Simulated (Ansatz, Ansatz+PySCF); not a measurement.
```yaml
atoms:
  - { symbol: C, position_ang: [0.0000, -0.3883, -1.7561] }
  - { symbol: C, position_ang: [0.0000, 0.3818, -0.5880] }
  - { symbol: C, position_ang: [0.0000, -0.3818, 0.5880] }
  - { symbol: C, position_ang: [0.0000, 0.3883, 1.7561] }
  - { symbol: H, position_ang: [0.0000, 0.1908, -2.5870] }
  - { symbol: H, position_ang: [0.8165, -0.9879, -1.8020] }
  - { symbol: H, position_ang: [-0.8165, -0.9879, -1.8020] }
  - { symbol: H, position_ang: [-0.8094, 0.9968, -0.5846] }
  - { symbol: H, position_ang: [0.8094, 0.9968, -0.5846] }
  - { symbol: H, position_ang: [0.8094, -0.9968, 0.5846] }
  - { symbol: H, position_ang: [-0.8094, -0.9968, 0.5846] }
  - { symbol: H, position_ang: [0.0000, -0.1908, 2.5870] }
  - { symbol: H, position_ang: [0.8165, 0.9879, 1.8020] }
  - { symbol: H, position_ang: [-0.8165, 0.9879, 1.8020] }
```

Basis set: def2-SVP (spherical functions). Frozen core: 4 orbitals. Charge 0, multiplicity 1.

Computed with Ansatz (development build ahead of 0.2.0); each method stands on the lowest determinant of its kind that the runs found. Restricted open shells among the atoms or ions are ROHF, correlated in semicanonical orbitals with singles.

Give the atomization energy at this shape (free ground-state atoms in the same class of orbitals less the molecule, no zero-point energy) of singlet C4H10 by RHF-MP2, UHF-MP2, RHF, UHF.

```csv
method,atomization energy
RHF-MP2,52.09 eV
UHF-MP2,52.06 eV
RHF,42.11 eV
UHF,41.67 eV
```

Caution: the shape is not the minimum.
